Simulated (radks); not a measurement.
All-electron atom: C IV in [He] 2s1.

Calculated with a radial shooting solver on a logarithmic mesh with Libxc functionals: Dirac Kohn-Sham, exchange-only PBE, spin-unpolarised, spherical densities, finite nucleus; Fermi nuclear charge, rms radius 2.4702 fm.

Energy parts (hartree):
total: -34.64316
kinetic: 34.67540
electron-nucleus: -74.80114
Hartree: 9.32479
exchange: -3.84221

Orbitals (lengths in bohr, moments of r in powers of bohr):
\begin{tabular}{lrrr}
orbital & occ. & eigenvalue (hartree) & <r^2> \\ \hline
1s1/2 & 2 & -12.16441 & 0.09829 \\
2s1/2 & 1 & -2.03360 & 1.939 \\
\end{tabular}

The highest occupied level is 2s1/2 at -55.337 eV. The density falls to 0.001 e/bohr^3 at r = 2.47 bohr. For comparison, the ionisation energy in NIST's Atomic Spectra Database is 64.494 eV (measured). In exact Kohn-Sham theory the highest level is minus the ionisation energy, but local and semilocal functionals leave it too shallow, through self-interaction and a potential that decays too fast; potentials with the right tail come closer.

Beside tabulated values, note that spin-unpolarised runs miss the spin-polarisation part of the exchange energy of open shells.
